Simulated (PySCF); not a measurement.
Ge(I)(SiH3) (GeH3ISi), SMILES [SiH3][Ge][I] (connectivity only; charge and spin as stated), neutral, multiplicity 1.

The structure is a stationary point at PBE-D3(BJ)/def2-SVP. The structure was generated by enumeration; whether it is a known compound was not checked. The def2 effective core potentials stand for the cores of I; spin–orbit coupling is left out.

Two levels are set side by side: TDDFT-PBE/def2-SVPD (PySCF) and TDDFT-PBE0/def2-SVPD (PySCF). Vertical, same geometry. The lowest singlet is HOMO→LUMO 100 % with PBE and HOMO→LUMO 100 % with the other functional; states are paired by order. Differences are taken from unrounded values.

| quantity | TDDFT-PBE0 | TDDFT-PBE | TDDFT-PBE minus TDDFT-PBE0 |
|---|---|---|---|
| lowest singlet excitation (eV) | 1.77 | 1.64 | -0.14 |
| lowest triplet excitation (TDA) (eV) | 1.10 | 1.10 | 0.00 |
| first bright state (f over 0.05) (eV) | 5.70 | 5.27 | -0.43 |
| its oscillator strength | 0.14 | 0.07 | -0.07 |

Functionals without exact exchange tend to place singlet excitations lower, as here. Differences between two approximate levels are no errors against the true value.

Rough cost on one machine, each run with all the roots and properties that it gave: TDDFT-PBE0 against TDDFT-PBE about 3 times.
